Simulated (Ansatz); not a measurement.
**Molecular dynamics of H7N3OSi**

Input:

```yaml
crystal:
  periodic: [false, false, false]
  atoms:
    - { symbol: Si, position_ang: [-0.140419, -0.076466, -0.083881] }
    - { symbol: O, position_ang: [-0.317933, -0.461102, 1.585939] }
    - { symbol: H, position_ang: [-0.252926, 0.468468, 2.032192] }
    - { symbol: "N", position_ang: [1.493109, 0.015574, -0.826502] }
    - { symbol: H, position_ang: [2.079632, -0.794283, -0.465248] }
    - { symbol: H, position_ang: [1.996622, 0.85735, -0.415867] }
    - { symbol: "N", position_ang: [-0.763444, 1.591664, -0.278577] }
    - { symbol: H, position_ang: [-1.822275, 1.54382, -0.346998] }
    - { symbol: H, position_ang: [-0.490227, 1.92871, -1.248086] }
    - { symbol: "N", position_ang: [-1.032486, -1.373165, -0.916966] }
    - { symbol: H, position_ang: [-1.253383, -2.144336, -0.225603] }
    - { symbol: H, position_ang: [-0.39997, -1.837633, -1.627401] }
basis:
  gaussian: { orbitals: STO-3G }
hamiltonian:
  xc: pbe
md:
  timestep: 0.25
  n_steps: 150
  ensemble: nvt_langevin
  temperature: 500.0
  initial_velocities: maxwell_boltzmann
  seed: 737660
  friction: 0.005
```

Launched with:

```bash
$ ansatz run input.yaml --threads 1 --pin off --max-ram 2048MiB --backend cpu --events-out ev --progress --plain --runs-dir out
```

It starts from a relaxed structure.

Output, in part (one step line in 2, the closing report, with atoms numbered from 0):

```
md step     0: t =     0.00 fs  T =   458.3 K  F+E_penalty+E_count = -14318.23485865 eV  E_kin = 0.710930 eV  (23 SCF iters)
md step     2: t =     0.50 fs  T =   459.3 K  F+E_penalty+E_count = -14318.22842019 eV  E_kin = 0.712401 eV  (26 SCF iters)
md step     4: t =     1.00 fs  T =   438.8 K  F+E_penalty+E_count = -14318.21121637 eV  E_kin = 0.680700 eV  (26 SCF iters)
md step     6: t =     1.50 fs  T =   426.9 K  F+E_penalty+E_count = -14318.18623072 eV  E_kin = 0.662236 eV  (26 SCF iters)
md step     8: t =     2.00 fs  T =   409.5 K  F+E_penalty+E_count = -14318.15822822 eV  E_kin = 0.635172 eV  (26 SCF iters)
md step    10: t =     2.50 fs  T =   386.0 K  F+E_penalty+E_count = -14318.13405794 eV  E_kin = 0.598740 eV  (26 SCF iters)
md step    12: t =     3.00 fs  T =   374.0 K  F+E_penalty+E_count = -14318.11916687 eV  E_kin = 0.580106 eV  (26 SCF iters)
md step    14: t =     3.50 fs  T =   361.4 K  F+E_penalty+E_count = -14318.11020214 eV  E_kin = 0.560589 eV  (26 SCF iters)
md step    16: t =     4.00 fs  T =   355.0 K  F+E_penalty+E_count = -14318.10195214 eV  E_kin = 0.550642 eV  (26 SCF iters)
md step    18: t =     4.50 fs  T =   346.4 K  F+E_penalty+E_count = -14318.08964141 eV  E_kin = 0.537314 eV  (26 SCF iters)
md step    20: t =     5.00 fs  T =   351.2 K  F+E_penalty+E_count = -14318.06986331 eV  E_kin = 0.544795 eV  (26 SCF iters)
md step    22: t =     5.50 fs  T =   320.7 K  F+E_penalty+E_count = -14318.04073601 eV  E_kin = 0.497502 eV  (26 SCF iters)
md step    24: t =     6.00 fs  T =   314.1 K  F+E_penalty+E_count = -14318.00773161 eV  E_kin = 0.487132 eV  (20 SCF iters)
md step    26: t =     6.50 fs  T =   304.0 K  F+E_penalty+E_count = -14317.97508939 eV  E_kin = 0.471612 eV  (21 SCF iters)
md step    28: t =     7.00 fs  T =   270.6 K  F+E_penalty+E_count = -14317.95021625 eV  E_kin = 0.419710 eV  (21 SCF iters)
md step    30: t =     7.50 fs  T =   276.3 K  F+E_penalty+E_count = -14317.93735438 eV  E_kin = 0.428627 eV  (20 SCF iters)
md step    32: t =     8.00 fs  T =   279.8 K  F+E_penalty+E_count = -14317.93544480 eV  E_kin = 0.434041 eV  (20 SCF iters)
md step    34: t =     8.50 fs  T =   282.7 K  F+E_penalty+E_count = -14317.94370886 eV  E_kin = 0.438493 eV  (20 SCF iters)
md step    36: t =     9.00 fs  T =   280.2 K  F+E_penalty+E_count = -14317.95590848 eV  E_kin = 0.434686 eV  (20 SCF iters)
md step    38: t =     9.50 fs  T =   294.7 K  F+E_penalty+E_count = -14317.96697444 eV  E_kin = 0.457116 eV  (20 SCF iters)
md step    40: t =    10.00 fs  T =   310.7 K  F+E_penalty+E_count = -14317.97482040 eV  E_kin = 0.481982 eV  (20 SCF iters)
md step    42: t =    10.50 fs  T =   325.5 K  F+E_penalty+E_count = -14317.97563182 eV  E_kin = 0.504819 eV  (26 SCF iters)
md step    44: t =    11.00 fs  T =   323.8 K  F+E_penalty+E_count = -14317.97083564 eV  E_kin = 0.502321 eV  (20 SCF iters)
md step    46: t =    11.50 fs  T =   324.1 K  F+E_penalty+E_count = -14317.96384412 eV  E_kin = 0.502723 eV  (20 SCF iters)
md step    48: t =    12.00 fs  T =   313.8 K  F+E_penalty+E_count = -14317.95958832 eV  E_kin = 0.486813 eV  (20 SCF iters)
md step    50: t =    12.50 fs  T =   327.9 K  F+E_penalty+E_count = -14317.96198358 eV  E_kin = 0.508562 eV  (20 SCF iters)
md step    52: t =    13.00 fs  T =   329.1 K  F+E_penalty+E_count = -14317.96940967 eV  E_kin = 0.510439 eV  (20 SCF iters)
md step    54: t =    13.50 fs  T =   325.5 K  F+E_penalty+E_count = -14317.97999104 eV  E_kin = 0.504886 eV  (20 SCF iters)
md step    56: t =    14.00 fs  T =   331.9 K  F+E_penalty+E_count = -14317.98758124 eV  E_kin = 0.514774 eV  (21 SCF iters)
md step    58: t =    14.50 fs  T =   332.8 K  F+E_penalty+E_count = -14317.99024605 eV  E_kin = 0.516179 eV  (21 SCF iters)
md step    60: t =    15.00 fs  T =   348.4 K  F+E_penalty+E_count = -14317.98837680 eV  E_kin = 0.540370 eV  (26 SCF iters)
md step    62: t =    15.50 fs  T =   347.7 K  F+E_penalty+E_count = -14317.98119802 eV  E_kin = 0.539376 eV  (26 SCF iters)
md step    64: t =    16.00 fs  T =   328.5 K  F+E_penalty+E_count = -14317.97185781 eV  E_kin = 0.509486 eV  (20 SCF iters)
md step    66: t =    16.50 fs  T =   317.4 K  F+E_penalty+E_count = -14317.95989378 eV  E_kin = 0.492298 eV  (20 SCF iters)
md step    68: t =    17.00 fs  T =   315.4 K  F+E_penalty+E_count = -14317.94686565 eV  E_kin = 0.489253 eV  (20 SCF iters)
md step    70: t =    17.50 fs  T =   309.0 K  F+E_penalty+E_count = -14317.93663121 eV  E_kin = 0.479235 eV  (20 SCF iters)
md step    72: t =    18.00 fs  T =   303.4 K  F+E_penalty+E_count = -14317.92837454 eV  E_kin = 0.470537 eV  (21 SCF iters)
md step    74: t =    18.50 fs  T =   301.1 K  F+E_penalty+E_count = -14317.92207265 eV  E_kin = 0.466972 eV  (20 SCF iters)
md step    76: t =    19.00 fs  T =   293.6 K  F+E_penalty+E_count = -14317.91667879 eV  E_kin = 0.455481 eV  (20 SCF iters)
md step    78: t =    19.50 fs  T =   306.3 K  F+E_penalty+E_count = -14317.90862912 eV  E_kin = 0.475171 eV  (22 SCF iters)
md step    80: t =    20.00 fs  T =   297.4 K  F+E_penalty+E_count = -14317.89222350 eV  E_kin = 0.461290 eV  (21 SCF iters)
md step    82: t =    20.50 fs  T =   278.6 K  F+E_penalty+E_count = -14317.86876697 eV  E_kin = 0.432140 eV  (21 SCF iters)
md step    84: t =    21.00 fs  T =   253.7 K  F+E_penalty+E_count = -14317.84040627 eV  E_kin = 0.393496 eV  (21 SCF iters)
md step    86: t =    21.50 fs  T =   229.1 K  F+E_penalty+E_count = -14317.81237797 eV  E_kin = 0.355324 eV  (21 SCF iters)
md step    88: t =    22.00 fs  T =   214.7 K  F+E_penalty+E_count = -14317.79159554 eV  E_kin = 0.332998 eV  (20 SCF iters)
md step    90: t =    22.50 fs  T =   214.7 K  F+E_penalty+E_count = -14317.78148797 eV  E_kin = 0.332965 eV  (20 SCF iters)
md step    92: t =    23.00 fs  T =   215.2 K  F+E_penalty+E_count = -14317.78249407 eV  E_kin = 0.333725 eV  (21 SCF iters)
md step    94: t =    23.50 fs  T =   227.7 K  F+E_penalty+E_count = -14317.78716233 eV  E_kin = 0.353166 eV  (21 SCF iters)
md step    96: t =    24.00 fs  T =   222.6 K  F+E_penalty+E_count = -14317.79389364 eV  E_kin = 0.345344 eV  (21 SCF iters)
md step    98: t =    24.50 fs  T =   225.9 K  F+E_penalty+E_count = -14317.80049297 eV  E_kin = 0.350414 eV  (21 SCF iters)
md step   100: t =    25.00 fs  T =   231.5 K  F+E_penalty+E_count = -14317.80358509 eV  E_kin = 0.359063 eV  (21 SCF iters)
md step   102: t =    25.50 fs  T =   238.0 K  F+E_penalty+E_count = -14317.80353090 eV  E_kin = 0.369216 eV  (21 SCF iters)
md step   104: t =    26.00 fs  T =   244.1 K  F+E_penalty+E_count = -14317.80151937 eV  E_kin = 0.378555 eV  (20 SCF iters)
md step   106: t =    26.50 fs  T =   244.0 K  F+E_penalty+E_count = -14317.80200763 eV  E_kin = 0.378491 eV  (21 SCF iters)
md step   108: t =    27.00 fs  T =   237.1 K  F+E_penalty+E_count = -14317.80549819 eV  E_kin = 0.367727 eV  (21 SCF iters)
md step   110: t =    27.50 fs  T =   230.9 K  F+E_penalty+E_count = -14317.81374408 eV  E_kin = 0.358167 eV  (21 SCF iters)
md step   112: t =    28.00 fs  T =   238.5 K  F+E_penalty+E_count = -14317.82588880 eV  E_kin = 0.370014 eV  (24 SCF iters)
md step   114: t =    28.50 fs  T =   259.3 K  F+E_penalty+E_count = -14317.83848078 eV  E_kin = 0.402241 eV  (20 SCF iters)
md step   116: t =    29.00 fs  T =   266.5 K  F+E_penalty+E_count = -14317.84645100 eV  E_kin = 0.413392 eV  (20 SCF iters)
md step   118: t =    29.50 fs  T =   273.0 K  F+E_penalty+E_count = -14317.84596679 eV  E_kin = 0.423396 eV  (20 SCF iters)
md step   120: t =    30.00 fs  T =   275.0 K  F+E_penalty+E_count = -14317.83820470 eV  E_kin = 0.426481 eV  (20 SCF iters)
md step   122: t =    30.50 fs  T =   282.3 K  F+E_penalty+E_count = -14317.82800932 eV  E_kin = 0.437870 eV  (21 SCF iters)
md step   124: t =    31.00 fs  T =   290.6 K  F+E_penalty+E_count = -14317.82308244 eV  E_kin = 0.450757 eV  (20 SCF iters)
md step   126: t =    31.50 fs  T =   282.4 K  F+E_penalty+E_count = -14317.82523835 eV  E_kin = 0.437984 eV  (20 SCF iters)
md step   128: t =    32.00 fs  T =   298.1 K  F+E_penalty+E_count = -14317.83736591 eV  E_kin = 0.462399 eV  (20 SCF iters)
md step   130: t =    32.50 fs  T =   306.3 K  F+E_penalty+E_count = -14317.85346613 eV  E_kin = 0.475067 eV  (21 SCF iters)
md step   132: t =    33.00 fs  T =   319.0 K  F+E_penalty+E_count = -14317.86808949 eV  E_kin = 0.494798 eV  (21 SCF iters)
md step   134: t =    33.50 fs  T =   330.4 K  F+E_penalty+E_count = -14317.87611473 eV  E_kin = 0.512544 eV  (21 SCF iters)
md step   136: t =    34.00 fs  T =   329.3 K  F+E_penalty+E_count = -14317.87764309 eV  E_kin = 0.510792 eV  (24 SCF iters)
md step   138: t =    34.50 fs  T =   325.9 K  F+E_penalty+E_count = -14317.87387602 eV  E_kin = 0.505441 eV  (20 SCF iters)
md step   140: t =    35.00 fs  T =   320.8 K  F+E_penalty+E_count = -14317.87084187 eV  E_kin = 0.497529 eV  (20 SCF iters)
md step   142: t =    35.50 fs  T =   330.1 K  F+E_penalty+E_count = -14317.86930034 eV  E_kin = 0.512044 eV  (20 SCF iters)
md step   144: t =    36.00 fs  T =   338.2 K  F+E_penalty+E_count = -14317.86634357 eV  E_kin = 0.524572 eV  (20 SCF iters)
md step   146: t =    36.50 fs  T =   336.3 K  F+E_penalty+E_count = -14317.85967094 eV  E_kin = 0.521691 eV  (21 SCF iters)
md step   148: t =    37.00 fs  T =   311.5 K  F+E_penalty+E_count = -14317.84821687 eV  E_kin = 0.483172 eV  (21 SCF iters)
md step   150: t =    37.50 fs  T =   299.8 K  F+E_penalty+E_count = -14317.83358718 eV  E_kin = 0.465081 eV  (24 SCF iters)
Total energy: -14317.83361233 eV, -526.1706802770 hartree
Atom 0 at    -0.181552     0.011088    -0.105850 Å, force     1.320833    -0.270269    -0.821354 eV/Å
Atom 1 at    -0.255751    -0.438870     1.538994 Å, force     0.143200     0.513111     0.463691 eV/Å
Atom 2 at     0.066322     0.458530     1.951580 Å, force    -0.033992    -0.319912     0.406616 eV/Å
Atom 3 at     1.409870    -0.300572    -0.928056 Å, force     0.538401     0.465241     0.214631 eV/Å
Atom 4 at     1.984621    -0.871803    -0.231514 Å, force     0.006447    -0.045953    -0.169334 eV/Å
Atom 5 at     2.025656     0.578850    -1.027554 Å, force    -0.574794    -0.239602     0.241671 eV/Å
Atom 6 at    -0.504302     1.785264    -0.335645 Å, force    -0.771587    -0.199599     0.424015 eV/Å
Atom 7 at    -1.326971     2.011467     0.336687 Å, force     0.479043    -0.168934    -0.118322 eV/Å
Atom 8 at    -1.075402     1.741058    -1.228515 Å, force    -0.114184     0.405582    -0.728235 eV/Å
Atom 9 at    -1.197447    -1.230388    -0.877083 Å, force    -0.423238    -1.592790    -0.495521 eV/Å
Atom 10 at    -0.895259    -2.142788    -0.353088 Å, force    -0.479025     0.898674    -0.520143 eV/Å
Atom 11 at    -0.837189    -1.456341    -1.882422 Å, force    -0.091104     0.554451     1.102285 eV/Å
Dipole moment:     0.111765     0.151957     0.199626 e Å
```

The run went to its last step. The mean temperature of the second half is 45 % below the set value. A run of 0.037 ps of so small a system gives no equilibrium averages. Limits of this set-up: minimal basis.

The same pairs are bonded in the first frame and the last. Pairs count as bonded within 1.25 times the sum of covalent radii (0.12 Å more for H–H).

Last frame:

```xyz
12
Properties=species:S:1:pos:R:3
Si -0.182 0.011 -0.106
O -0.256 -0.439 1.539
H 0.066 0.459 1.952
N 1.410 -0.301 -0.928
H 1.985 -0.872 -0.232
H 2.026 0.579 -1.028
N -0.504 1.785 -0.336
H -1.327 2.011 0.337
H -1.075 1.741 -1.228
N -1.197 -1.230 -0.877
H -0.895 -2.143 -0.353
H -0.837 -1.456 -1.882
```

Time of the run: 5.6 min on 1 thread of Arm Neoverse V1, on a shared host, peak memory 0.092 GiB.
